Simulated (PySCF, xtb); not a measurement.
C₄H₅F, SMILES C#C[C@H](C)F.

xtb 6.7.1 with GFN2-xTB at its own geometry gives an orbital gap of 6.63 eV and a dipole moment of 2.40 D.

Geometry optimised at PBE0-D3(BJ)/def2-SVP. The structure was generated by enumeration; whether it is a known compound was not checked.

**Question.** What does PBE/def2-TZVP run with PySCF give? (An estimate is asked for; the answer gives what the named calculation found.)

**Answer.** gap 6.04 eV (levels -6.82 and -0.78 eV), dipole 1.70 D.
